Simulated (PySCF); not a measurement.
C3H6O, charge +1, doublet, at a GFN2-xTB geometry (a state made from the parent by changing its charge; the spin is typed, not shown lowest); MP2/STO-3G in PySCF.

Input for PySCF:
```python
from pyscf import gto, scf, mp

mol = gto.M(
    atom='''
C    -1.18597595   -0.14441293   -0.71373654
C    -0.01271310   -0.00375321    0.24223374
C     1.25579545    0.16576373   -0.57745768
O    -0.07584897   -0.02317817    1.41320140
H    -1.30258545   -1.21644870   -0.90209386
H    -1.03621479    0.37090044   -1.65944088
H    -2.06911206    0.23818194   -0.19380452
H     2.08828814   -0.17109857    0.04700893
H     1.22921474   -0.37762274   -1.51942441
H     1.35456264    1.23592760   -0.78409358
''',
    basis='sto-3g',
    charge=1,
    spin=1,
    verbose=4,
)

mf = scf.UHF(mol)
mf.kernel()

pt = mp.MP2(mf, frozen=4)
pt.kernel()
print('E(MP2) = %.10f' % pt.e_tot)
```

The log (banner, timings and long lists left out):

```
PySCF version 2.14.0

[INPUT] verbose = 4
[INPUT] num. atoms = 10
[INPUT] num. electrons = 31
[INPUT] charge = 1
[INPUT] spin (= nelec alpha-beta = 2S) = 1
[INPUT] symmetry False subgroup None
[INPUT] Mole.unit = angstrom
[INPUT] Symbol           X                Y                Z      unit          X                Y                Z       unit  Magmom
[INPUT]  1 C     -1.185975950000  -0.144412930000  -0.713736540000 AA   -2.241169735821  -0.272900886546  -1.348766585695 Bohr   0.0
[INPUT]  2 C     -0.012713100000  -0.003753210000   0.242233740000 AA   -0.024024277194  -0.007092538988   0.457755426729 Bohr   0.0
[INPUT]  3 C      1.255795450000   0.165763730000  -0.577457680000 AA    2.373109468975   0.313248051086  -1.091236863727 Bohr   0.0
[INPUT]  4 O     -0.075848970000  -0.023178170000   1.413201400000 AA   -0.143333780130  -0.043800393369   2.670563604852 Bohr   0.0
[INPUT]  5 H     -1.302585450000  -1.216448700000  -0.902093860000 AA   -2.461529754343  -2.298754887583  -1.704710334052 Bohr   0.0
[INPUT]  6 H     -1.036214790000   0.370900440000  -1.659440880000 AA   -1.958162159324   0.700900251081  -3.135888783107 Bohr   0.0
[INPUT]  7 H     -2.069112060000   0.238181940000  -0.193804520000 AA   -3.910055114435   0.450098634418  -0.366237464503 Bohr   0.0
[INPUT]  8 H      2.088288140000  -0.171098570000   0.047008930000 AA    3.946292653777  -0.323329437605   0.088834003109 Bohr   0.0
[INPUT]  9 H      1.229214740000  -0.377622740000  -1.519424410000 AA    2.322879206878  -0.713603557008  -2.871296001879 Bohr   0.0
[INPUT] 10 H      1.354562640000   1.235927600000  -0.784093580000 AA    2.559752408168   2.335564673791  -1.481722122230 Bohr   0.0

nuclear repulsion = 120.603783354998
number of shells = 18
number of NR pGTOs = 78
number of NR cGTOs = 26
basis = sto-3g
ecp = {}

******** <class 'pyscf.scf.uhf.UHF'> ********
method = UHF
initial guess = minao
damping factor = 0
level_shift factor = 0
DIIS = <class 'pyscf.scf.diis.CDIIS'>
diis_start_cycle = 1
diis_space = 8
diis_damp = 0
SCF conv_tol = 1e-09
SCF conv_tol_grad = None
SCF max_cycles = 50
direct_scf = True
direct_scf_tol = 1e-13
number electrons alpha = 16  beta = 15
Set gradient conv threshold to 3.16228e-05
init E= -190.22542955309

cycle= 1 E= -189.067428662213  delta_E= 1.16  |g|= 0.518  |ddm|= 2.63
cycle= 2 E= -189.150269511352  delta_E= -0.0828  |g|= 0.486  |ddm|=    1
cycle= 3 E= -189.266422257787  delta_E= -0.116  |g|= 0.0791  |ddm|= 0.459
cycle= 4 E= -189.281619532288  delta_E= -0.0152  |g|= 0.0463  |ddm|= 0.208
cycle= 5 E= -189.289893477996  delta_E= -0.00827  |g|= 0.0186  |ddm|= 0.19
cycle= 6 E= -189.291084942134  delta_E= -0.00119  |g|= 0.00645  |ddm|= 0.0766
cycle= 7 E= -189.291214647644  delta_E= -0.00013  |g|= 0.00336  |ddm|= 0.024
cycle= 8 E= -189.291258049239  delta_E= -4.34e-05  |g|= 0.00203  |ddm|= 0.0151
cycle= 9 E= -189.291276670775  delta_E= -1.86e-05  |g|= 0.00115  |ddm|= 0.0103
cycle= 10 E= -189.291282945434  delta_E= -6.27e-06  |g|= 0.000562  |ddm|= 0.00879
cycle= 11 E= -189.29128365075  delta_E= -7.05e-07  |g|= 0.000259  |ddm|= 0.00245
cycle= 12 E= -189.291283824724  delta_E= -1.74e-07  |g|= 0.000134  |ddm|= 0.00149
cycle= 13 E= -189.291283853021  delta_E= -2.83e-08  |g|= 3.18e-05  |ddm|= 0.000414
cycle= 14 E= -189.291283855019  delta_E= -2e-09  |g|= 1.32e-05  |ddm|= 9.96e-05
cycle= 15 E= -189.29128385543  delta_E= -4.1e-10  |g|= 3.44e-06  |ddm|= 5.63e-05
Extra cycle  E= -189.291283855451  delta_E= -2.15e-11  |g|= 2.38e-06  |ddm|= 6.27e-06
converged SCF energy = -189.291283855451  <S^2> = 0.78955398  2S+1 = 2.0391704

******** <class 'pyscf.mp.ump2.UMP2'> ********
nocc = (np.int64(12), np.int64(11)), nmo = (22, 22)
frozen orbitals 4
E(UMP2) = -189.481532924682  E_corr = -0.190249069230506
E(SCS-UMP2) = -189.492441668841  E_corr = -0.201157813389723
E_corr(same-spin) = -0.0313166188694812
E_corr(oppo-spin) = -0.158932450361025
E(MP2) = -189.4815329247
```
